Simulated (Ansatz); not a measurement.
Which is lower?

The two ends of one reaction step of AlAsH₆S, singlet (PBE0-D4/def2-TZVP).

A:

Al1  (-0.547, 0.272, -1.008)
S2  (0.910, 1.845, -1.488)
H3  (-0.188, -1.226, -1.370)
H4  (-1.985, 0.777, -0.589)
H5  (0.295, 0.520, 1.137)
As6  (0.026, -0.559, 2.198)
H7  (1.868, 0.973, -1.844)
H8  (0.871, -1.580, 1.454)
H9  (-1.250, -1.022, 1.510)
(Å)

B:

```tsv
atom	x (Å)	y (Å)	z (Å)
Al1	-0.7359	-0.2447	-0.5655
S2	0.8936	1.5911	-1.2267
H3	-0.3430	-1.1950	-1.7828
H4	-2.0241	0.6897	-0.6539
H5	0.9112	2.2527	-0.0561
As6	0.0957	-0.7376	1.6985
H7	2.0376	0.9418	-0.9488
H8	0.4596	-2.1741	1.3545
H9	-1.2946	-1.1239	2.1808
```

Program: Ansatz 0.2.0. Basis: def2-TZVPP. Cores are frozen in the correlated methods. Filled d shells of the heavier atoms are correlated. The def2 sets are not built for correlating such inner shells, so the correlated values are less sure here. B3LYP uses VWN-RPA correlation.

(1) Which structure is lower at CCSD(T), and by how much? (An estimate is asked for; the value comes from the calculation.)

The T1 diagnostic stays at or below 0.012.

Results:

(1) By the calculation: A, by 17.3 kJ/mol (electronic energy, against the other). By their contacts, A is a complex of AlH₃S ([AlH2][SH]) + AsH₃ and B is AlAsH₆S ([SH2][AlH2][AsH2]).

All methods give the same order:

```tsv
method	E(B) − E(A) (kJ/mol)
SPW92	9.8
PBE-D4	14.8
BLYP-D4	23.0
r2SCAN-D4	16.6
B97M-V	27.5
PBE0-D4	12.4
B3LYP-D4	20.4
r2SCAN0-D4	14.3
BHLYP-D4	18.3
CAM-B3LYP-D4	19.7
wB97X-V	16.6
wB97M-V	20.1
B2PLYP	20.3
PBE-QIDH	12.6
RPA on PBE	18.2
HF	24.0
MP2	16.6
CCSD	17.9
CCSD(T)	17.3
```

Labels in which every atom is bracketed show which atoms are joined, not bond orders.

For scale, one of the runs: CCSD(T)/def2-TZVPP, 216 basis functions (an equivalent command: `ansatz run in.yaml --threads 4`). Time: 50 s of wall clock on 4 CPU threads; the host was shared. Peak host memory: 2.9 GiB.
